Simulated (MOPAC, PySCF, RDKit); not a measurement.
Dimer: NH3 (SMILES N) (first 4 atoms) with H2S (SMILES S); geometry from B3LYP-D3(BJ)/def2-TZVP, rigid monomers moved along the line of their centres of mass till N1···H7 is 3.87 Å.
(charge 0, multiplicity 1):
```xyz
7

N      0.0062     0.1635     0.3251
H     -0.7772    -0.4607     0.1701
H     -0.1930     1.0317    -0.1588
H      0.8211    -0.2526    -0.1111
S      0.9742     1.1175     5.3748
H      0.0029     0.3076     5.8247
H      0.6960     0.8482     4.0734
```

Monomers are frozen at their geometry in the pair; levels with a basis set take the counterpoise correction. Rows marked so take none. RDKit's UFF carries no charges.

Rows in 3-21G carry no dispersion term and start afresh at each structure. The state that AM1 reach isn't checked.

The values were computed with MOPAC for AM1 (differences of heats of formation); PySCF for 3-21G rows; RDKit for the force fields. Values without a source in brackets are computed.

Question: One of these levels gives -31.4 meV for the interaction energy. Name it.
A. B3LYP/3-21G (no counterpoise)
B. UFF
C. AM1

Answer: C, AM1. The others give -5.7 (UFF), -51.0 (B3LYP/3-21G (no counterpoise))
